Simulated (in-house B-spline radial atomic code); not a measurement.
Configurations of the iridium ion Ir²⁺, with energies counted from [Xe] 4f14 5d7. Method: Dirac-Hartree-Fock, average of configuration, Fermi nucleus of rms radius 5.4032 fm. Calculated with an all-electron radial atomic-structure program (B-spline basis). Energies include first-order Breit, QED and recoil terms.

Occupations are held fixed; configurations that lie above the ionisation limit could autoionise.

```tsv
configuration	E - E(ref) (eV)	highest orbital	its <r> (bohr)
[Xe] 4f14 5d6 6p1	10.864	6p3/2	3.343
[Xe] 4f14 5d6 8g1	26.911	8g7/2	28.62
[Xe] 4f14 5d6 9g1	27.313	9g7/2	37.12
[Kr] 4d10 4f14 5s2 5p5 5d7 7f1	79.463	7f5/2	15.21
[Xe] 4f13 5d7 7p1	80.701	7p3/2	6.601
[Xe] 4f13 5d7 8s1	83.202	8s1/2	9.275
[Xe] 4f13 5d7 9g1	88.352	9g7/2	37.12
```

Q: Order these further configurations by energy, lowest first.
A. [Kr] 4d10 4f14 5s2 5p5 5d7 6g1
B. [Xe] 4f14 5d6 8s1
C. [Kr] 4d10 4f14 5s2 5p5 5d7 6f1
D. [Xe] 4f13 5d7 5g1
E. [Xe] 4f13 5d7 6s1

A: B (22.215 eV), E (64.263 eV), C (77.904 eV), A (79.586 eV), D (84.964 eV).

Q: How far above the reference does [Xe] 4f13 5d7 7g1 lie?

A: 87.364 eV; its least bound orbital is 7g7/2 with <r> = 21.13 bohr.

Q: How far above the reference does [Xe] 4f14 5d6 7s1 lie?

A: 17.476 eV; its least bound orbital is 7s1/2 with <r> = 5.51 bohr.
